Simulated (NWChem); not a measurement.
Program: NWChem. System: H$_{3}$AlO$_{3}$, charge 0, spin multiplicity 1, at a geometry optimised with PBE0/def2-SVP. The structure started from a generated list of species. Level: PBE/def2-TZVP.

Output (cleaned and shortened):

```
             Northwest Computational Chemistry Package (NWChem) 7.3.0
             --------------------------------------------------------

                                NWChem Input Module
                                -------------------

 Scaling coordinates for geometry "geometry" by  1.889725989
 (inverse scale =  0.529177249)

 Turning off AUTOSYM since
 SYMMETRY directive was detected!

                             Geometry "geometry" -> ""
                             -------------------------

 Output coordinates in angstroms (scale by  1.889725989 to convert to a.u.)

  No.       Tag          Charge          X              Y              Z
 ---- ---------------- ---------- -------------- -------------- --------------
    1 Al                  13.0000     0.00004800    -0.00003200     0.00000000
    2 O                    8.0000     1.46641600     0.85124100     0.00000000
    3 H                    1.0000     1.52326100     1.80762300     0.00000000
    4 O                    8.0000    -1.47026600     0.84437900     0.00000000
    5 H                    1.0000    -2.32711400     0.41574800     0.00000000
    6 O                    8.0000     0.00383500    -1.69555700     0.00000000
    7 H                    1.0000     0.80334800    -2.22345600     0.00000000

 Effective nuclear repulsion energy (a.u.)     161.7097545470

            Nuclear Dipole moment (a.u.)
            ----------------------------
        X                 Y               Z
 ---------------- ---------------- ----------------
    -0.0000018897     0.0000056692     0.0000000000

      Symmetry information
      --------------------

 Group name             Cs
 Group number              2
 Group order               2
 No. of unique centers     7

      Symmetry unique atoms

     1    2    3    4    5    6    7


 Summary of "ao basis" -> "" (spherical)
 ------------------------------------------------------------------------------
       Tag                 Description            Shells   Functions and Types
 ---------------- ------------------------------  ------  ---------------------
 *                         def2-tzvp                  on all atoms

  pbe96 is a nonlocal functional; adding pw91lda local functional.

                                 NWChem DFT Module
                                 -----------------

 Summary of "ao basis" -> "ao basis" (spherical)
 ------------------------------------------------------------------------------
[...]
    16     -0.111436  1 Al py               123      0.091069  6 O  px

 Vector   19  Occ=2.000000D+00  E=-2.672217D-01  Symmetry=a"
              MO Center=  2.9D-02, -8.2D-01,  4.6D-16, r^2= 2.8D+00
   Bfn.  Coefficient  Atom+Function         Bfn.  Coefficient  Atom+Function
  ----- ------------  ---------------      ----- ------------  ---------------
   119      0.378492  6 O  pz               122      0.311666  6 O  pz
   125      0.245846  6 O  pz                45     -0.192389  2 O  pz
    82     -0.186214  4 O  pz                48     -0.156706  2 O  pz
    85     -0.155052  4 O  pz                51     -0.130967  2 O  pz
    88     -0.114942  4 O  pz                22     -0.065926  1 Al d -1

 Vector   20  Occ=2.000000D+00  E=-2.672127D-01  Symmetry=a"
              MO Center= -2.9D-02,  8.2D-01,  7.2D-16, r^2= 2.8D+00
   Bfn.  Coefficient  Atom+Function         Bfn.  Coefficient  Atom+Function
  ----- ------------  ---------------      ----- ------------  ---------------
    82     -0.329581  4 O  pz                45      0.326052  2 O  pz
    48      0.269476  2 O  pz                85     -0.270399  4 O  pz
    88     -0.217543  4 O  pz                51      0.208309  2 O  pz
    24     -0.065923  1 Al d  1              29     -0.046148  1 Al d  1

 Vector   21  Occ=0.000000D+00  E=-4.838901D-02  Symmetry=a'
              MO Center=  7.6D-05, -1.1D-04,  2.5D-15, r^2= 5.3D+00
   Bfn.  Coefficient  Atom+Function         Bfn.  Coefficient  Atom+Function
  ----- ------------  ---------------      ----- ------------  ---------------
     5      0.997292  1 Al s                 42     -0.402671  2 O  s
    79     -0.402656  4 O  s                116     -0.402701  6 O  s
    71      0.269591  3 H  s                108      0.269614  5 H  s
   145      0.269667  7 H  s                  4      0.215607  1 Al s
     3     -0.170142  1 Al s                 40     -0.105243  2 O  s

 Vector   22  Occ=0.000000D+00  E= 1.002326D-02  Symmetry=a"
              MO Center=  7.0D-05, -4.7D-05, -1.2D-15, r^2= 4.7D+00
   Bfn.  Coefficient  Atom+Function         Bfn.  Coefficient  Atom+Function
  ----- ------------  ---------------      ----- ------------  ---------------
    20      0.877200  1 Al pz                17      0.378525  1 Al pz
    51     -0.193532  2 O  pz                88     -0.193526  4 O  pz
   125     -0.193534  6 O  pz                45     -0.158865  2 O  pz
    82     -0.158858  4 O  pz               119     -0.158862  6 O  pz
    48     -0.127254  2 O  pz                85     -0.127248  4 O  pz

 Vector   23  Occ=0.000000D+00  E= 2.669130D-02  Symmetry=a'
              MO Center=  2.2D-01, -8.6D-01, -3.5D-16, r^2= 8.0D+00
   Bfn.  Coefficient  Atom+Function         Bfn.  Coefficient  Atom+Function
  ----- ------------  ---------------      ----- ------------  ---------------
   145     -0.902114  7 H  s                116      0.853587  6 O  s
    79     -0.755959  4 O  s                 19      0.507902  1 Al py
   108      0.500790  5 H  s                 71      0.401239  3 H  s
    18     -0.335355  1 Al px               123      0.219140  6 O  px
    50     -0.170583  2 O  py                16      0.152913  1 Al py

 center of mass
 --------------
 x =   0.00001324 y =   0.00000142 z =   0.00000000

 moments of inertia (a.u.)
 ------------------
         276.499545202583          -0.016869631049           0.000000000000
          -0.016869631049         276.464474849710           0.000000000000
           0.000000000000           0.000000000000         552.964020052293

     Multipole analysis of the density
     ---------------------------------

     L   x y z        total         alpha         beta         nuclear
     -   - - -        -----         -----         ----         -------
     0   0 0 0     -0.000000    -20.000000    -20.000000     40.000000

     1   1 0 0     -0.000134     -0.000066     -0.000066     -0.000002
     1   0 1 0     -0.000286     -0.000146     -0.000146      0.000006
     1   0 0 1     -0.000000     -0.000000     -0.000000      0.000000

     2   2 0 0    -20.301032    -86.710088    -86.710088    153.119143
     2   1 1 0     -0.001300     -0.004673     -0.004673      0.008047
     2   1 0 1     -0.000000     -0.000000     -0.000000      0.000000
     2   0 2 0    -20.298042    -86.719977    -86.719977    153.141912
     2   0 1 1     -0.000000     -0.000000     -0.000000      0.000000
     2   0 0 2    -20.673950    -10.336975    -10.336975      0.000000

 Task  times  cpu:       11.1s     wall:       11.1s

 Total times  cpu:       11.1s     wall:       11.1s
```

Write an NWChem input that would produce this output.

One answer among several that fit: 
```
start mol
memory heap 200 mb stack 900 mb global 1100 mb
geometry units angstroms nocenter noautoz
  Al     0.000048    -0.000032     0.000000
  O      1.466416     0.851241     0.000000
  H      1.523261     1.807623     0.000000
  O     -1.470266     0.844379     0.000000
  H     -2.327114     0.415748     0.000000
  O      0.003835    -1.695557     0.000000
  H      0.803348    -2.223456     0.000000
  symmetry group Cs
end
basis spherical
  * library def2-tzvp
end
dft
  xc xpbe96 cpbe96
  semidirect memsize 60000000 filesize 0
  iterations 100
end
task dft energy
```
